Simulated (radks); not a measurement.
Species: Gd. Configuration: [Xe] 4f7 5d1 6s2. Method: scalar-relativistic Kohn-Sham, PBE, spin-unpolarised, spherical densities, point nucleus; computed with a radial shooting solver on a logarithmic mesh with Libxc functionals.

Radial electron density D(r) = 4 pi r^2 rho(r):

r (bohr),D(r) (e/bohr)
0.00315,23.82
0.003668,29.16
0.00427,35.31
0.004971,42.21
0.005833,50.15
0.006791,58.05
0.007905,65.89
0.009277,73.52
0.0108,79.50
0.01257,83.62
0.01464,85.40
0.01718,84.65
0.02,81.90
0.02328,78.35
0.02732,75.67
0.0318,76.11
0.03702,80.85
0.0431,89.76
0.05058,101.3
0.05888,110.4
0.06855,113.5
0.08044,108.4
0.09365,97.94
0.109,88.11
0.1269,85.12
0.1489,90.87
0.1734,98.67
0.2019,98.96
0.2369,85.44
0.2758,64.42
0.321,47.11
0.3737,41.63
0.4386,46.02
0.5106,49.83
0.5944,46.19
0.6975,35.46
0.812,24.60
0.9453,17.20
1.101,13.34
1.291,10.90
1.503,8.534
1.75,5.952
2.054,3.619
2.391,2.172
2.784,1.416
3.241,1.057
3.803,0.8157
4.427,0.5891
5.154,0.3663
6.048,0.1834
7.041,0.07838
8.197,0.02715
9.543,0.007367
11.2,0.001387
13.04,0.0002097

D(r) has 4 maxima, at r = 0.0151, 0.0675, 0.188, 0.515 bohr, and minima at 0.0291, 0.124, 0.371 bohr, inside which lie 1.95, 11.15, 29.31 electrons.
